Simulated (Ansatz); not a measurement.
Mg₃O₄⁻, 7 atoms. Hardware: 4 threads of AMD EPYC on a shared host.

Correlated methods freeze 7 core orbitals; core or outer-core shells of Mg are correlated, in sets that lack core-valence functions.

Task: How many basis functions does each of these Ansatz runs have, and roughly what does it cost? PBE-QIDH/def2-TZVPD, charge -1 doublet, energy, from earlier orbitals; BLYP-D4/def2-TZVPD, charge -1 doublet, energy, from earlier orbitals; RPA@PBE/def2-TZVPD, charge -1 doublet, energy, from earlier orbitals; r2SCAN-D4/def2-TZVPD, charge -1 doublet, energy, from earlier orbitals; MP2/def2-TZVPD, charge -1 doublet, energy, from earlier orbitals; PBE-D4/def2-TZVPD, charge -1 doublet, energy and forces, from earlier orbitals; PBE0-D4/def2-SVP, charge -1 doublet, energy with a search over starts; PBE0-D4/def2-TZVPD, charge -1 doublet, energy, from earlier orbitals; B97M-V/def2-TZVPD, charge -1 doublet, energy, from earlier orbitals; PBE0-D4/def2-SVPD, charge -1 doublet, relaxation, 11 steps.

Result: Other jobs shared the machine, so times can vary by a factor of up to 3. A dash marks memory too small to be measured apart from the calling script's.

```
                                                                           run  functions  fitting or Cholesky vectors  wall time  peak host memory (GiB)
PBE-D4/def2-TZVPD, charge -1 doublet, energy and forces, from earlier orbitals        265                         1660       17 s                    0.55
          BLYP-D4/def2-TZVPD, charge -1 doublet, energy, from earlier orbitals        265                         1660       19 s                    0.55
         PBE0-D4/def2-SVP, charge -1 doublet, energy with a search over starts        110                          964       30 s                       –
        r2SCAN-D4/def2-TZVPD, charge -1 doublet, energy, from earlier orbitals        265                         1660       36 s                    0.64
          PBE0-D4/def2-TZVPD, charge -1 doublet, energy, from earlier orbitals        265                         1660       39 s                     1.3
           B97M-V/def2-TZVPD, charge -1 doublet, energy, from earlier orbitals        265                         1660       51 s                    0.85
         PBE-QIDH/def2-TZVPD, charge -1 doublet, energy, from earlier orbitals        265                         1911       59 s                     1.1
              MP2/def2-TZVPD, charge -1 doublet, energy, from earlier orbitals        265                         1911       62 s                       1
          RPA@PBE/def2-TZVPD, charge -1 doublet, energy, from earlier orbitals        265                         1911       81 s                     1.1
                    PBE0-D4/def2-SVPD, charge -1 doublet, relaxation, 11 steps        155                         1364    2.9 min                    0.57
```
